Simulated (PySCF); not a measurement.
Compound: C₆H₁₀AlNO.
Geometry (PBE0-D3(BJ)/def2-SVP, Å), atoms numbered from 1 in this order:
```
atom  x, y, z in Å
C1    -3.588    1.321   -1.325
O2    -2.326    0.821   -1.083
Al3   -1.639   -0.494   -0.182
N4     0.310    0.080   -0.289
C5     1.078   -0.339   -1.300
C6     2.393    0.087   -1.447
C7     2.916    0.973   -0.507
C8     2.110    1.401    0.545
C9     0.806    0.928    0.619
H10   -4.193    0.661   -1.981
H11   -3.531    2.302   -1.835
H12   -4.177    1.480   -0.398
H13   -1.878   -0.444    1.408
H14   -1.552   -1.906   -0.945
H15    0.608   -1.037   -1.998
H16    2.991   -0.274   -2.285
H17    3.946    1.326   -0.594
H18    2.482    2.092    1.303
H19    0.124    1.220    1.422
```

NICS = −σ at a ghost point: NICS(0) at the centroid of the ring atoms, NICS(1) 1 Å to either side along the normal of their mean plane, zz for the tensor component along that normal. Level: GIAO PBE0/pcSseg-1 (PySCF, non-relativistic, gas phase) on the PBE0-D3(BJ)/def2-SVP geometry, one conformer.

Ring bond lengths (Å), with Mayer bond orders in brackets: N4–C5 1.337 (1.30), C5–C6 1.389 (1.43), C6–C7 1.393 (1.41), C7–C8 1.393 (1.41), C8–C9 1.389 (1.43), C9–N4 1.338 (1.30).

Problem. What do the NICS probes read (ppm)?

Solution. 
```csv
ring,type,NICS(0),"NICS(1), two faces","NICS(1)zz, two faces",rms pucker (Å),"centre to ring atoms, mean (Å)"
N4–C5–C6–C7–C8–C9,6-membered ring with N; formal bonds all aromatic,-7.7,-11.1 / -11.0,-28.4 / -27.9,0.00,1.37
```

Problem. What can be read from them?

Solution. 
- N4–C5–C6–C7–C8–C9: mean NICS(1)zz -28.2 ppm, shielded. For a flat ring without four-coordinate atoms the NICS criterion counts such a value as aromatic.

Problem. And the bond-length index? Use HOMA with the parameters of Krygowski (1993).

Solution. 
- N4–C5–C6–C7–C8–C9: HOMA 1.00; the largest term is that of C7–C8, α(R − Ropt)² = 0.01. The geometric and the magnetic index point the same way.

Problem. At the second NICS(1) probe listed for ring N4–C5–C6–C7–C8–C9, 1 Å off the ring, what do the in-plane components average?

Solution. The isotropic value is a third of the trace: (3 × -11.0 − (-27.9))/2 = -2.6 ppm.

Problem. How do the values depend on the level or the medium?

Solution. 
```
                                   level  NICS(0), N4–C5–C6–C7–C8–C9  mean NICS(1)zz, N4–C5–C6–C7–C8–C9
                      PBE0/pcSseg-1, gas                        -7.7                              -28.2
                  mPW1PW91/pcSseg-1, gas                        -7.7                              -28.2
       PBE0/pcSseg-1, IEF-PCM chloroform                        -7.5                              -28.2
PBE0/pcSseg-1, IEF-PCM dimethylsulfoxide                        -7.5                              -28.2
```

The geometry is the same throughout; the continuum's cavity takes Bondi-type radii × 1.2.

Hardware: an Intel Xeon at 2.50 GHz with one thread, shared host with 64 logical CPUs at a one-minute load of 64. Cost: 1.9 min, 0.98 GiB resident at most. This is the whole shielding run at PBE0/pcSseg-1, SCF included.
